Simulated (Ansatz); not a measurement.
| atom | x (Å) | y (Å) | z (Å) |
| --- | --- | --- | --- |
| H | -1.2400 | 2.1477 | 0.0000 |
| H | 1.2400 | -2.1477 | 0.0000 |
| C | -0.6950 | -1.2038 | 0.0000 |
| H | 1.2400 | 2.1477 | 0.0000 |
| C | 0.6950 | -1.2038 | 0.0000 |
| C | 1.3900 | 0.0000 | 0.0000 |
| C | 0.6950 | 1.2038 | 0.0000 |
| H | -2.4800 | 0.0000 | 0.0000 |
| C | -0.6950 | 1.2038 | 0.0000 |
| H | -1.2400 | -2.1477 | 0.0000 |
| H | 2.4800 | 0.0000 | 0.0000 |
| C | -1.3900 | 0.0000 | 0.0000 |

Basis set: STO-3G (spherical functions). Left uncorrelated: 6 orbitals. Charge 0, multiplicity 1.

Computed with Ansatz (development build ahead of 0.2.0); each method stands on the lowest determinant of its kind that the runs found. Restricted open shells among the atoms or ions are ROHF, correlated in semicanonical orbitals with singles.

The atomization energy at this shape (free ground-state atoms in the same class of orbitals less the molecule, no zero-point energy) of singlet C6H6:

| method | atomization energy |
| --- | --- |
| RHF | 4991.5 kJ/mol |

Q: What does RHF-MP2 give?

A: 5747.3 kJ/mol.

This basis has no polarisation functions and is too small for such energies, which can lie far from measured ones in either direction.
